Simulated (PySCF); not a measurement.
**Orbital energies, ionisation energy and electron affinity**

Compound: CH2=CFCOOEt, C5H7FO2.
Z-matrix (Å and degrees, PBE0-D3(BJ)/def2-SVP geometry), rows numbered from 1:
```
C 
C   1  1.3305
F   2  1.3272  1  122.41
C   2  1.4940  1  122.22  3  -179.87
O   4  1.2042  2  123.43  1    -0.40
O   4  1.3273  2  111.78  1   179.38
C   6  1.4281  4  116.00  2  -179.92
C   7  1.5054  6  107.98  4  -178.96
H   1  1.0896  2  118.50  3   180.00
H   1  1.0907  2  120.99  3    -0.09
H   7  1.1019  6  108.78  4   -56.87
H   7  1.1020  6  108.73  4    58.99
H   8  1.0997  7  110.91  6   -59.94
H   8  1.0997  7  110.89  6    60.34
H   8  1.0996  7  109.97  6  -179.81
```

Level: CAM-B3LYP/def2-SVPD (PySCF). Frontier orbitals with their largest atomic shares (Löwdin; up to four atoms above 4 %):

```csv
orbital,ε (eV),main atoms
HOMO−3,-11.81,"O6 31 %, C7 23 %, C8 16 %, O5 7 %"
HOMO−2,-10.48,"O6 40 %, O5 19 %, C7 15 %, H12 7 %"
HOMO−1,-9.98,"O5 65 %, O6 10 %, C4 9 %, C2 6 %"
HOMO,-9.41,?
LUMO,-0.40,"C1 25 %, C2 20 %, C4 18 %, O5 15 %"
LUMO+1,1.23,"C8 18 %, C7 16 %, C4 12 %, H15 7 %"
LUMO+2,1.70,"C1 26 %, C8 11 %, H10 9 %, C2 8 %"
```

**Question.** What vertical ionisation energy does ΔSCF give, and how far is −ε(HOMO) from it?

**Answer.** ΔSCF: 10.40 eV (1003 kJ/mol; threshold wavelength 119 nm); ⟨S²⟩ of the doublet left behind is 0.762, against 0.75 for a pure doublet. −ε(HOMO) is 9.41 eV, 0.99 eV below it. In exact Kohn–Sham theory the two would be equal; CAM-B3LYP (range-separated hybrid) falls short of its own ΔSCF value by 10 %. Holes in the HOMO−1 and HOMO−2 were tried too where these lie within 1.2 eV of the HOMO; the lowest converged state counts.

**Question.** On which atoms does the HOMO lie?

**Answer.** C1 (terminal =CH2 carbon) 36 %, C2 (vinylic C–F carbon) 30 %, F3 (vinyl fluorine) 15 %, O5 (ester carbonyl oxygen) 8 %, so no atom holds as much as 40 %. The HOMO−1 lies 0.57 eV lower.

**Question.** And the vertical electron affinity, the fundamental gap, Mulliken's electronegativity and the hardness (with the factor ½)?

**Answer.** EA = -0.38 eV by ΔSCF (−ε(LUMO) = 0.40 eV); a negative value means that the added electron isn't bound at this geometry and level, and the number then depends on the basis. IE − EA = 10.78 eV against an orbital gap of 9.01 eV; (IE + EA)/2 = 5.01 eV; (IE − EA)/2 = 5.39 eV. Parr's electrophilicity index (IE + EA)²/[8(IE − EA)] is 1.16 eV.

**Question.** How many of the 10 lowest singlet excitations (vertical TDDFT, same level) lie below the ionisation energy?

**Answer.** All 10; they run from 5.22 to 8.82 eV.

**Question.** Shift the occupied levels rigidly so that −ε(HOMO) equals the ΔSCF value. What binding energies result?

**Answer.** The shift is +0.99 eV: HOMO 10.40, HOMO−1 10.97, HOMO−2 11.47, HOMO−3 12.80 eV. A rigid shift is only a rough guide to the deeper ionisations.

**Question.** The lowest singlet excitation (vertical TDDFT, same level) lies at 5.22 eV. How far is it below IE − EA?

**Answer.** IE − EA = 10.78 eV, so by 5.56 eV.

**Question.** What total energies stand behind the ΔSCF value?

**Answer.** E(N) = -444.53868 Eh and E(N − 1) = -444.15661 Eh at the same geometry, 0.38207 Eh apart. With one more electron, E(N + 1) = -444.52484 Eh.

One conformer (not necessarily the lowest) at the PBE0-D3(BJ)/def2-SVP geometry, without solvent, vibrations or thermal averaging.
